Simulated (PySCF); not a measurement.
Delta-SCF ions had no search for a lower state. Excitations are Tamm–Dancoff values on a coarser integration grid. The basis has no diffuse functions, so Rydberg states are missing or too high.

**H4S3Si, SMILES `S[SiH](S)S` (charge 0, multiplicity 1)**

These are PBE0-D3(BJ)/def2-TZVP (PySCF) values and carry that method's errors.

```json
{
 "HOMO": "-7.59 eV",
 "dipole_moment": "1.90 D",
 "HOMO–LUMO gap": "7.55 eV",
 "LUMO": "-0.04 eV",
 "S1 excitation (TDA)": "6.12 eV",
 "S1 oscillator strength": "0.005",
 "T1 excitation (TDA)": "5.60 eV",
 "S1–T1 gap (TDA)": "0.52 eV",
 "vertical ionisation energy (Delta-SCF)": "9.42 eV",
 "total_energy": "-40438.48 eV",
 "cost": "about 110 core-seconds (a rough figure)"
}
```

```xyz
8

S     -0.9762     1.8574    -0.0687
Si     0.0038    -0.0245     0.0761
S      1.9083     0.1401    -0.8555
S     -1.1428    -1.4609    -0.9935
H     -0.1763     2.4459     0.8397
H      0.1510    -0.4273     1.4954
H      2.3289    -1.0603    -0.4155
H     -2.1285    -1.4904    -0.0776
```
